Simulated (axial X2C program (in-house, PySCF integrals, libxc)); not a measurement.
**What spin–orbit coupling does to SnP⁻**

Calculated with an in-house all-electron X2C program for linear molecules (integrals from PySCF). Spin-free means the one-electron spin-free X2C Hamiltonian; two-component (2c) means X2C with spin–orbit coupling and atomic mean-field two-electron Coulomb and Gaunt terms, so the difference of the two also holds small scalar two-electron terms. Basis: Sn dyall-acv3z [12s13p10d5f1g], P dyall-av3z [9s8p3d2f] (cores contracted in-house); Gaussian nuclei, density fitting, unrestricted open shells. Masses: Sn 119.902 u, P 30.974 u.

Spin-free state: M_S = 0, Λ = 0 (closed shell); fragments Sn- + P.

```
level  Re (Å)  ωe (cm⁻¹)  De (eV)  μ (D)
 PBE0   2.260      466.8    3.918  -4.39
 BP86   2.294      431.4    4.389  -4.21
```

Dipoles are positive if P is the positive end and refer to the centre of mass.

Two-component determinant lowest at the distance of the search:

Ω = 0 (closed shell); fragments Sn- + P.

```
level  Re (Å)  ωe (cm⁻¹)  De (eV)  μ (D)
 PBE0   2.261      465.3    3.901  -4.40
 BP86   2.295      430.3    4.365  -4.23
```

Task: From the two tables, how do the constants change at the PBE0 level (2c against spin-free)?

Result: At the PBE0 level Re increases by 0.001 Å and ωe decreases by 1.5 cm⁻¹; De changes by -0.017 eV.

The state is one determinant whose occupation by symmetry is held fixed; it was picked as the lowest of a PBE0 search that is not exhaustive. Closed shells are restricted here (equal orbitals for both partners); the stretched side of such a curve lies too high. Dissociation energies refer to the lowest single-determinant-based atoms at the same level and basis. The functionals have no current-density term, which raises determinants with orbital currents, atoms included. The highest occupied level of some functionals is positive through self-interaction error; at Hartree–Fock it is bound.
